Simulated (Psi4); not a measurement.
Two rigid molecules brought together: C2H6 ··· COS (SMILES CC and O=C=S). Monomers: optimised at B3LYP-D3(BJ) (def2-TZVP), held rigid. Orientation: a higher rigid-body minimum at GFN2-xTB. R is the distance of the centres of mass, along which the second monomer moves.

Geometry at R = 4.33 Å (first 8 atoms: monomer A):
```
11

C      0.7607    -0.0460     0.0397
C     -0.7607     0.0460    -0.0397
H      1.2367     0.6075    -0.6941
H      1.1251     0.2462     1.0265
H      1.1073    -1.0636    -0.1515
H     -1.1073     1.0636     0.1515
H     -1.1251    -0.2462    -1.0265
H     -1.2367    -0.6074     0.6941
O     -4.2560    -0.7545     1.0549
C     -4.2927    -0.1064     0.0989
S     -4.3422     0.7697    -1.1935
```

Calculation: SAPT0/jun-cc-pVDZ, frozen core run with Psi4 1.11.

Components in kJ/mol:

```tsv
R / Å	electrostatics	exchange	induction	dispersion	total
3.75	-16.74	47.84	-3.15	-15.59	12.36
3.93	-9.55	26.69	-1.77	-11.23	4.14
4.09	-5.84	15.81	-1.05	-8.47	0.44
4.33	-2.84	7.14	-0.48	-5.63	-1.81
4.50	-1.73	4.05	-0.27	-4.27	-2.23
4.70	-1.00	2.07	-0.14	-3.12	-2.19
5.05	-0.42	0.63	-0.04	-1.86	-1.69
5.36	-0.22	0.22	-0.02	-1.22	-1.24
5.84	-0.11	0.04	0.00	-0.67	-0.74
6.51	-0.05	0.00	0.00	-0.32	-0.37
7.54	-0.02	0.00	0.00	-0.12	-0.14
8.86	-0.01	0.00	0.00	-0.04	-0.05
```
